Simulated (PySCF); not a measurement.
SMILES FC(F)(F)CCBr (C3H4BrF3), GFN2-xTB optimised geometry.

```
11

F     -0.23    -2.33    -1.07
C      0.16    -1.63     0.00
F     -0.22    -2.33     1.08
F      1.50    -1.63     0.00
C     -0.41    -0.23     0.00
C      0.05     0.53     1.24
Br    -0.69     2.33     1.23
H     -0.08     0.27    -0.91
H     -1.50    -0.31    -0.02
H      1.14     0.63     1.26
H     -0.30     0.05     2.15
```

Density from PBE0/def2-TZVP run with PySCF at that geometry.

Minimum of the electron density along straight lines between bonded atoms, close to the bond critical point (lines longer than 1.1 times the sum of covalent radii, or with two minima, are not listed):

```json
[
 {"bond": "F1–C2", "length / Å": "1.338", "ρ at the minimum / e bohr⁻³": "0.287", "∇²ρ there / e bohr⁻⁵": "-0.44", "position (fraction from the first atom)": "0.66"},
 {"bond": "C2–F3", "length / Å": "1.341", "ρ at the minimum / e bohr⁻³": "0.284", "∇²ρ there / e bohr⁻⁵": "-0.44", "position (fraction from the first atom)": "0.34"},
 {"bond": "C2–F4", "length / Å": "1.341", "ρ at the minimum / e bohr⁻³": "0.284", "∇²ρ there / e bohr⁻⁵": "-0.44", "position (fraction from the first atom)": "0.34"},
 {"bond": "C2–C5", "length / Å": "1.518", "ρ at the minimum / e bohr⁻³": "0.264", "∇²ρ there / e bohr⁻⁵": "(withheld)", "position (fraction from the first atom)": "0.54"},
 {"bond": "C5–C6", "length / Å": "1.521", "ρ at the minimum / e bohr⁻³": "0.250", "∇²ρ there / e bohr⁻⁵": "-0.63", "position (fraction from the first atom)": "0.50"},
 {"bond": "C6–Br7", "length / Å": "1.946", "ρ at the minimum / e bohr⁻³": "0.151", "∇²ρ there / e bohr⁻⁵": "(withheld)", "position (fraction from the first atom)": "0.44"},
 {"bond": "C5–H8", "length / Å": "1.093", "ρ at the minimum / e bohr⁻³": "0.280", "∇²ρ there / e bohr⁻⁵": "-0.97", "position (fraction from the first atom)": "0.65"},
 {"bond": "C5–H9", "length / Å": "1.093", "ρ at the minimum / e bohr⁻³": "0.280", "∇²ρ there / e bohr⁻⁵": "-0.97", "position (fraction from the first atom)": "0.65"},
 {"bond": "C6–H10", "length / Å": "1.090", "ρ at the minimum / e bohr⁻³": "0.286", "∇²ρ there / e bohr⁻⁵": "-1.01", "position (fraction from the first atom)": "0.65"},
 {"bond": "C6–H11", "length / Å": "1.090", "ρ at the minimum / e bohr⁻³": "0.286", "∇²ρ there / e bohr⁻⁵": "-1.01", "position (fraction from the first atom)": "0.65"}
]
```

Question: Fill in the missing entries.

Answer: 
- C2–C5, ∇²ρ there / e bohr⁻⁵: -0.71
- C6–Br7, ∇²ρ there / e bohr⁻⁵: -0.15
